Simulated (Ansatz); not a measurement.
Ansatz (a program for electronic structure) input (CCSDT/def2-SVP):

Ansatz 0.2 input:
```yaml
crystal:
  periodic: [false, false, false]
  atoms:
    - {symbol: Br, position_ang: [0.00000000, 0.00000000, 0.00000000]}
basis:
  gaussian:
    orbitals: def2-SVP
total_charge: -1
magnetization: {spin_polarized: false}
correlation: {method: ccsdt, electrons: outside_noble_gas}
scf: {lower_state_search: full}
```

End of the output:

```
mean field evaluation 8: about -69991.7648 eV, gradient 3.7e-4 eV
mean field -69991.76480853 eV, -2572.1499145915 hartree, gradient 3.7e-6 eV, S^2 0.000000; 0 other end points of the search recorded, 0 dependent functions left out
14 core orbitals not correlated
reference -69991.76480853 eV, -2572.1499145915 hartree; 4, 4 occupied and 14, 14 virtual orbitals, 283 factors
second order -3.26933381 eV of doubles, -0.00000000 eV of singles
coupled cluster: 0.05 GiB planned
cycle   1  -3.51435593 eV  change   -2.5e-1 eV  update   2.8e-2
cycle   2  -3.59942561 eV  change   -8.5e-2 eV  update   8.0e-3
cycle   3  -3.60191020 eV  change   -2.5e-3 eV  update   1.3e-3
cycle   4  -3.60159475 eV  change    3.2e-4 eV  update   3.0e-4
cycle   5  -3.60148124 eV  change    1.1e-4 eV  update   2.7e-5
cycle   6  -3.60148173 eV  change   -4.9e-7 eV  update   6.6e-6
cycle   7  -3.60148618 eV  change   -4.4e-6 eV  update   1.2e-6
cycle   8  -3.60148524 eV  change    9.4e-7 eV  update   2.3e-7
Total energy: -69995.36629377 eV, -2572.2822667328 hartree
```
